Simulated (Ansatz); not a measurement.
Born–Oppenheimer molecular dynamics of C₂H₁₁BSi (15 atoms, charge 0, multiplicity 1). It starts from a rough guess of a transition structure, not a stationary point.

Method: UKS PBE0/6-31G in Ansatz.

- ensemble: NVE (velocity Verlet)
- time step: 0.5 fs
- steps asked: 150
- starting velocities drawn for: 100 K
- seed: 724042

Frames 2.5 fs apart, positions in Å, forces in eV/Å.

Velocities at 10.0 fs (Å/ps):

```
B -3.62 2.21 0.89
C 0.65 -1.91 -0.58
C 2.19 -0.94 -1.72
H -6.54 4.18 -14.04
H -8.53 -0.03 -12.37
H 24.71 -16.46 7.80
Si -0.41 1.21 1.61
H -10.28 18.20 9.76
H 8.62 -2.53 0.48
H 4.75 12.04 -3.72
H -12.34 -9.10 -11.54
H 1.71 -11.80 -1.59
H 7.54 -4.61 4.39
H -0.86 -15.14 -3.93
H 7.63 1.66 -2.31
```

```xyz
15
Properties=species:S:1:pos:R:3:forces:R:3 time_fs=10.0 energy_less_start_eV=-0.021 T=112
B 0.443 0.317 1.209 -2.21 -0.14 -0.24
C 0.477 -1.202 0.038 -0.25 -0.01 0.28
C 0.806 -0.925 -1.421 0.34 -0.27 0.24
H 0.052 -0.084 2.284 0.36 0.04 -0.37
H 1.421 0.923 1.006 0.45 0.19 -0.27
H -0.309 -0.179 0.232 0.66 0.06 0.36
Si -1.333 1.535 0.436 0.13 0.21 0.71
H 1.311 -1.655 0.588 -0.15 0.21 -0.09
H -0.387 -1.872 0.158 0.19 -0.17 -0.08
H 0.006 -0.416 -1.950 -0.30 0.20 -0.07
H 0.979 -1.867 -1.925 0.13 -0.34 -0.33
H 1.709 -0.322 -1.513 0.11 0.12 0.01
H -1.876 1.246 -0.999 0.30 0.24 0.67
H -0.840 2.970 0.581 -0.20 -0.21 -0.32
H -2.527 1.438 1.417 0.43 -0.11 -0.49
15
Properties=species:S:1:pos:R:3:forces:R:3 time_fs=12.5 energy_less_start_eV=-0.112 T=166
B 0.428 0.323 1.211 -1.49 1.09 -0.58
C 0.478 -1.206 0.037 -0.42 0.14 -0.42
C 0.811 -0.928 -1.425 -0.19 -0.84 -0.36
H 0.046 -0.075 2.246 0.22 -0.30 0.51
H 1.413 0.928 0.968 0.25 -0.05 -0.06
H -0.234 -0.220 0.257 -0.07 -0.10 -0.28
Si -1.334 1.538 0.441 0.67 -0.45 0.69
H 1.289 -1.607 0.613 0.56 -0.14 0.21
H -0.364 -1.885 0.156 -0.14 -0.36 -0.07
H 0.013 -0.383 -1.957 0.12 -0.14 0.29
H 0.951 -1.892 -1.959 0.04 0.46 0.17
H 1.720 -0.347 -1.517 0.34 0.18 -0.01
H -1.849 1.240 -0.971 0.14 0.14 0.29
H -0.847 2.933 0.562 0.00 0.49 -0.24
H -2.499 1.439 1.399 -0.02 -0.12 -0.14
15
Properties=species:S:1:pos:R:3:forces:R:3 time_fs=15.0 energy_less_start_eV=-0.124 T=174
B 0.405 0.335 1.209 -0.69 2.17 -0.47
C 0.477 -1.211 0.034 0.21 -0.81 -0.53
C 0.817 -0.936 -1.431 0.07 -0.45 -0.43
H 0.053 -0.083 2.235 0.20 -0.40 0.78
H 1.419 0.929 0.928 -0.23 -0.38 0.22
H -0.163 -0.266 0.266 -0.89 0.02 -0.68
Si -1.333 1.540 0.447 1.45 -0.63 0.89
H 1.294 -1.565 0.647 0.30 -0.08 -0.10
H -0.346 -1.919 0.151 -0.03 -0.19 -0.05
H 0.025 -0.357 -1.950 0.24 -0.25 0.36
H 0.926 -1.893 -1.985 0.07 0.49 0.27
H 1.748 -0.362 -1.522 -0.09 -0.12 0.02
H -1.814 1.243 -0.927 -0.12 -0.06 -0.43
H -0.854 2.922 0.528 0.08 0.81 -0.16
H -2.473 1.432 1.374 -0.58 -0.12 0.32
15
Properties=species:S:1:pos:R:3:forces:R:3 time_fs=17.5 energy_less_start_eV=-0.240 T=243
B 0.378 0.359 1.205 -0.85 1.82 0.22
C 0.477 -1.219 0.028 0.85 -1.79 -0.40
C 0.822 -0.945 -1.438 0.58 0.21 0.25
H 0.074 -0.112 2.264 0.39 0.00 -0.07
H 1.413 0.909 0.900 -0.28 -0.33 0.30
H -0.142 -0.308 0.239 -1.10 0.49 -0.25
Si -1.330 1.541 0.455 1.70 -0.08 1.12
H 1.316 -1.528 0.674 -0.32 0.09 -0.56
H -0.329 -1.964 0.142 0.27 0.08 -0.03
H 0.048 -0.343 -1.922 -0.10 0.03 0.03
H 0.905 -1.869 -1.998 0.15 -0.31 -0.16
H 1.772 -0.384 -1.525 -0.34 -0.25 0.05
H -1.787 1.242 -0.906 -0.24 -0.20 -0.77
H -0.857 2.957 0.485 -0.10 0.32 -0.09
H -2.478 1.419 1.365 -0.61 -0.05 0.35
15
Properties=species:S:1:pos:R:3:forces:R:3 time_fs=20.0 energy_less_start_eV=-0.421 T=350
B 0.345 0.392 1.202 -1.13 0.67 0.64
C 0.481 -1.236 0.020 0.28 -1.07 -0.59
C 0.831 -0.954 -1.444 0.38 0.06 0.55
H 0.116 -0.141 2.291 0.31 0.42 -0.75
H 1.392 0.870 0.888 0.06 0.01 0.16
H -0.182 -0.325 0.198 -0.40 0.15 0.28
Si -1.323 1.541 0.466 0.97 0.56 0.90
H 1.323 -1.487 0.672 -0.17 -0.01 -0.33
H -0.298 -2.005 0.132 0.24 0.02 0.00
H 0.067 -0.329 -1.893 -0.28 0.18 -0.25
H 0.894 -1.861 -2.019 0.12 -0.56 -0.31
H 1.779 -0.419 -1.526 0.06 0.01 0.01
H -1.772 1.231 -0.928 -0.07 -0.15 -0.25
H -0.867 3.010 0.438 -0.31 -0.37 0.02
H -2.517 1.403 1.375 -0.07 0.07 -0.07
15
Properties=species:S:1:pos:R:3:forces:R:3 time_fs=22.5 energy_less_start_eV=-0.474 T=382
B 0.307 0.429 1.202 -0.76 -0.10 0.41
C 0.486 -1.258 0.009 -0.74 0.25 -0.99
C 0.841 -0.963 -1.448 -0.29 -0.54 -0.13
H 0.176 -0.148 2.276 -0.03 0.46 -0.57
H 1.374 0.832 0.887 0.22 0.29 -0.02
H -0.246 -0.335 0.172 0.54 -0.58 0.55
Si -1.313 1.543 0.478 -0.05 0.88 0.34
H 1.322 -1.446 0.651 0.39 -0.15 0.26
H -0.254 -2.047 0.122 -0.05 -0.26 0.05
H 0.072 -0.306 -1.877 0.12 -0.14 -0.21
H 0.888 -1.881 -2.055 0.01 0.21 0.16
H 1.790 -0.453 -1.526 0.41 0.24 -0.02
H -1.761 1.210 -0.963 0.15 -0.04 0.46
H -0.894 3.042 0.391 -0.35 -0.67 0.13
H -2.560 1.391 1.381 0.43 0.15 -0.42
15
Properties=species:S:1:pos:R:3:forces:R:3 time_fs=25.0 energy_less_start_eV=-0.495 T=395
B 0.265 0.466 1.204 0.36 -0.10 -0.26
C 0.488 -1.278 -0.007 -0.70 0.44 -0.62
C 0.850 -0.974 -1.453 -0.15 -0.34 -0.64
H 0.234 -0.129 2.231 -0.37 0.09 0.30
H 1.367 0.810 0.884 -0.12 0.35 -0.08
H -0.280 -0.377 0.178 0.85 -0.82 0.54
Si -1.304 1.547 0.491 -0.81 0.80 -0.19
H 1.339 -1.413 0.643 0.07 -0.10 0.16
H -0.211 -2.104 0.115 -0.05 -0.24 0.03
H 0.084 -0.290 -1.873 0.40 -0.36 -0.14
H 0.884 -1.891 -2.083 -0.02 0.51 0.37
H 1.821 -0.476 -1.527 -0.04 0.03 0.01
H -1.742 1.187 -0.973 0.25 0.00 0.75
H -0.941 3.036 0.352 -0.20 -0.43 0.20
H -2.579 1.387 1.363 0.52 0.17 -0.43
15
Properties=species:S:1:pos:R:3:forces:R:3 time_fs=27.5 energy_less_start_eV=-0.558 T=432
B 0.225 0.503 1.206 1.49 -0.04 -0.35
C 0.487 -1.298 -0.025 0.14 -0.47 0.08
C 0.858 -0.987 -1.461 0.40 0.30 -0.35
H 0.271 -0.104 2.203 -0.51 -0.17 0.82
H 1.353 0.809 0.877 -0.43 0.34 -0.10
H -0.267 -0.464 0.215 0.30 -0.31 0.40
Si -1.296 1.552 0.504 -1.16 0.43 -0.54
H 1.359 -1.387 0.643 -0.55 -0.10 -0.30
H -0.170 -2.172 0.108 0.22 0.11 -0.08
H 0.116 -0.294 -1.879 0.14 -0.09 -0.22
H 0.879 -1.876 -2.092 0.03 -0.11 -0.01
H 1.849 -0.496 -1.528 -0.45 -0.17 0.05
H -1.708 1.164 -0.940 0.20 -0.07 0.50
H -0.999 3.007 0.324 0.05 0.24 0.20
H -2.569 1.394 1.321 0.15 0.12 -0.11
15
Properties=species:S:1:pos:R:3:forces:R:3 time_fs=30.0 energy_less_start_eV=-0.527 T=413
B 0.193 0.539 1.206 2.11 -0.56 0.65
C 0.486 -1.319 -0.044 0.86 -1.41 0.03
C 0.868 -0.998 -1.470 0.28 0.40 0.07
H 0.278 -0.086 2.218 -0.53 0.13 0.30
H 1.315 0.828 0.864 -0.28 0.32 -0.15
H -0.239 -0.567 0.278 -0.76 0.65 0.38
Si -1.292 1.559 0.515 -1.21 0.36 -0.62
H 1.351 -1.367 0.627 -0.26 -0.25 -0.19
H -0.118 -2.236 0.097 0.24 0.23 -0.18
H 0.156 -0.302 -1.897 -0.25 0.26 -0.28
H 0.875 -1.867 -2.102 0.08 -0.63 -0.33
H 1.855 -0.525 -1.526 -0.08 -0.03 0.04
H -1.663 1.135 -0.879 0.02 -0.23 -0.19
H -1.055 2.992 0.308 0.25 0.76 0.14
H -2.552 1.407 1.274 -0.46 0.02 0.33
15
Properties=species:S:1:pos:R:3:forces:R:3 time_fs=32.5 energy_less_start_eV=-0.494 T=394
B 0.172 0.571 1.209 2.10 -1.17 1.57
C 0.489 -1.347 -0.062 0.26 -0.70 0.00
C 0.879 -1.008 -1.479 -0.52 -0.11 -0.41
H 0.254 -0.060 2.251 -0.43 0.44 -0.29
H 1.263 0.866 0.842 0.21 0.25 -0.22
H -0.250 -0.639 0.361 -0.57 0.37 -0.08
Si -1.289 1.566 0.526 -1.48 0.98 -0.55
H 1.330 -1.362 0.603 0.58 -0.32 0.29
H -0.053 -2.288 0.076 -0.08 -0.07 -0.19
H 0.184 -0.298 -1.931 -0.14 0.08 -0.04
H 0.876 -1.889 -2.127 0.09 -0.06 0.08
H 1.857 -0.555 -1.522 0.49 0.19 -0.01
H -1.617 1.094 -0.830 -0.12 -0.32 -0.76
H -1.097 3.018 0.300 0.28 0.48 0.13
H -2.560 1.422 1.244 -0.65 -0.04 0.48
15
Properties=species:S:1:pos:R:3:forces:R:3 time_fs=35.0 energy_less_start_eV=-0.489 T=391
B 0.164 0.598 1.220 1.87 -1.19 1.56
C 0.493 -1.379 -0.080 -0.21 0.32 0.90
C 0.888 -1.018 -1.490 -0.52 -0.09 -0.88
H 0.205 -0.011 2.270 -0.15 0.32 -0.23
H 1.222 0.918 0.807 0.45 0.07 -0.15
H -0.292 -0.690 0.437 0.38 -0.39 -0.83
Si -1.290 1.575 0.535 -2.24 1.52 -0.78
H 1.339 -1.374 0.592 0.44 -0.25 0.13
H 0.008 -2.343 0.043 -0.32 -0.23 -0.16
H 0.204 -0.290 -1.968 0.13 -0.26 0.26
H 0.882 -1.916 -2.148 0.09 0.46 0.40
H 1.884 -0.576 -1.518 0.12 0.04 -0.03
H -1.578 1.035 -0.822 -0.11 -0.09 -0.53
H -1.122 3.070 0.301 0.21 -0.23 0.16
H -2.604 1.435 1.241 -0.15 -0.01 0.19
15
Properties=species:S:1:pos:R:3:forces:R:3 time_fs=37.5 energy_less_start_eV=-0.457 T=372
B 0.165 0.618 1.240 1.77 -0.44 0.63
C 0.497 -1.409 -0.093 0.10 0.12 1.54
C 0.895 -1.028 -1.506 0.18 0.31 -0.36
H 0.147 0.056 2.278 0.16 -0.17 0.36
H 1.205 0.974 0.765 0.18 -0.25 0.17
H -0.313 -0.762 0.467 0.73 -0.44 -1.06
Si -1.295 1.588 0.542 -2.80 1.36 -1.20
H 1.371 -1.402 0.587 -0.32 -0.18 -0.37
H 0.052 -2.409 0.001 -0.16 0.15 -0.13
H 0.229 -0.295 -1.990 0.02 -0.15 0.26
H 0.894 -1.920 -2.149 0.08 0.15 0.08
H 1.916 -0.595 -1.517 -0.49 -0.17 -0.06
H -1.544 0.971 -0.844 -0.04 0.33 0.15
H -1.135 3.110 0.311 0.16 -0.64 0.13
H -2.657 1.447 1.249 0.43 0.03 -0.14
```

Of the whole run (75 fs, mean temperature of the second half 435 K): The conserved energy stayed within 0.061 meV per atom of its start (net change -0.02 meV per atom), so the integration is sound. The system heated up, since it started high on the potential surface and ran downhill. A run of 0.075 ps of so small a system gives no equilibrium averages. The orbitals stay closed-shell, which can raise the energy where a bond breaks towards radicals; this wasn't checked here. Limits of this set-up: no polarisation functions.

Run time: 13 min on 1 thread of Arm Neoverse V1 (shared host), peak memory 0.19 GiB.
